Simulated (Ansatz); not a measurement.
Program: Ansatz. Geometries: PBE0-D4/def2-TZVP. ΔE: electronic, gas phase. CCSD(T)/CBS adds triple-zeta CCSD(T) − MP2 to the extrapolated MP2 energy (def2 sets, frozen cores). Functionals use def2-TZVPP. One conformer a species, not always the lowest.

`BC(B)(C)F` + `NC(S)O[SiH3]` → `BOC(N)S` + `BC(C)(F)[SiH3]`  (redistribution)

`BC(B)(C)F`:

Z-matrix (Å, degrees):
```
C
C 1 1.540
B 1 1.913 2 53.0
H 1 1.085 2 113.6 3 108.5
H 1 1.088 2 107.9 3 -124.8
H 1 1.136 2 112.6 3 -11.8
B 2 1.510 1 122.2 3 -102.8
F 2 1.384 1 109.9 3 110.8
H 3 1.190 1 106.9 2 117.1
H 3 1.192 1 112.1 2 -105.6
H 7 1.194 2 120.2 1 -161.4
H 7 1.195 2 118.5 1 23.6
```

`NC(S)O[SiH3]`:

```xyz
12

N     0.490   -1.086   -0.730
C    -0.532   -0.690    0.187
S    -0.589   -1.822    1.630
O    -0.322    0.610    0.634
Si    0.433    1.723   -0.345
H     1.342   -1.364   -0.258
H     0.190   -1.820   -1.355
H    -1.496   -0.751   -0.329
H    -1.429   -1.079    2.368
H     1.893    1.493   -0.471
H     0.207    3.006    0.364
H    -0.186    1.780   -1.695
```

`BOC(N)S`:

Cartesian coordinates in Å:
```
B 0.946 -1.429 0.609
O 0.329 -0.243 0.742
C -0.352 0.365 -0.360
N 0.115 1.662 -0.660
S -2.115 0.540 0.040
H 1.508 -1.862 1.572
H 0.920 -2.007 -0.446
H -0.228 -0.281 -1.233
H 1.059 1.650 -1.022
H 0.061 2.272 0.145
H -2.244 -0.666 0.614
```

`BC(C)(F)[SiH3]`:

Z-matrix (Å, degrees):
```
Si
B 1 2.501
C 1 1.985 2 37.1
H 1 1.487 2 80.3 3 152.6
H 1 1.482 2 106.9 3 -99.7
H 1 1.482 2 133.4 3 44.6
H 2 1.199 1 95.1 3 120.8
H 2 1.193 1 113.7 3 -112.1
C 3 1.512 1 107.7 2 -126.3
F 3 1.396 1 105.7 2 117.3
H 9 1.091 3 110.6 1 65.6
H 9 1.093 3 109.0 1 -175.4
H 9 1.093 3 112.2 1 -56.1
```

```
             level  ΔE (kcal/mol)
           ωB97M-V          -10.5
SCS-MP2/def2-TZVPP          -11.0
```

Question: What does CCSD(T)/CBS give? (Estimate.)

Answer: The calculation gave: -11.0 kcal/mol. The listed levels differ from it by 0.5, 0.0 kcal/mol.

Largest T1 diagnostic among the species: 0.014.

From PBE to PBE0 (25 % exact exchange), in def2-TZVPP and without D4, ΔE moves by +1.4 kcal/mol. In def2-TZVPP, CCSD(T) changes the Hartree–Fock value by +0.8 kcal/mol (the triples alone add −0.1 kcal/mol) and MP2 by +2.5 kcal/mol.
